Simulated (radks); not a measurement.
Neutral chromium inside a hard spherical wall (all orbitals vanish at R), configuration held at [Ar] 3d5 4s1 and not refilled when levels cross. Calculated with a radial shooting solver on a logarithmic mesh with Libxc functionals: non-relativistic Kohn-Sham, PBE, spin-unpolarised, spherical densities, point nucleus. Eigenvalues in eV, with the zero of energy where the potential of the charges vanishes at infinity; a dash marks a level that is unbound or too diffuse for the functional's potential to be trusted. A positive occupied level is held by the wall or, in an anion where self-interaction has pushed it up, behind a barrier. The pressure on the wall is -dE/dV.

| R (bohr) | E (hartree) | kinetic (hartree) | e(3s) | e(3p) | e(4s) | e(3d) | e(4p, empty) | e(5s, empty) | pressure (GPa) |
|---|---|---|---|---|---|---|---|---|---|
| free | -1044.03069 | 1043.139 | -72.512 | -45.103 | -3.913 | -2.995 | -0.984 | - | 0 |
| 20 | -1044.03069 | 1043.139 | -72.512 | -45.103 | -3.913 | -2.995 | -0.983 | - | < 0.0001 |
| 12 | -1044.03059 | 1043.140 | -72.499 | -45.089 | -3.903 | -2.982 | -0.912 | 0.996 | 0.00168 |
| 10 | -1044.02993 | 1043.146 | -72.441 | -45.031 | -3.855 | -2.927 | -0.751 | 2.111 | 0.0179 |
| 8 | -1044.02513 | 1043.176 | -72.172 | -44.763 | -3.614 | -2.677 | -0.209 | 4.905 | 0.201 |
| 7 | -1044.01576 | 1043.225 | -71.796 | -44.390 | -3.245 | -2.330 | 0.465 | 7.840 | 0.708 |
| 3.5 | -1043.37947 | 1045.377 | -62.780 | -35.600 | 11.136 | 6.367 | 19.509 | 68.469 | 159 |
| 3 | -1042.74848 | 1047.362 | -57.868 | -30.805 | 22.890 | 11.679 | 33.432 | 106.66 | 481 |
| 2.5 | -1041.22496 | 1052.270 | -49.337 | -22.238 | 48.006 | 21.663 | 61.502 | 178.16 | 1800 |
| 2 | -1036.76405 | 1066.554 | -31.425 | -3.433 | 109.27 | 43.621 | 125.73 | 329.39 | 9010 |
| 1.5 | -1020.18884 | 1114.178 | 18.758 | 49.815 | 286.03 | 101.10 | 300.05 | 711.22 | 65900 |
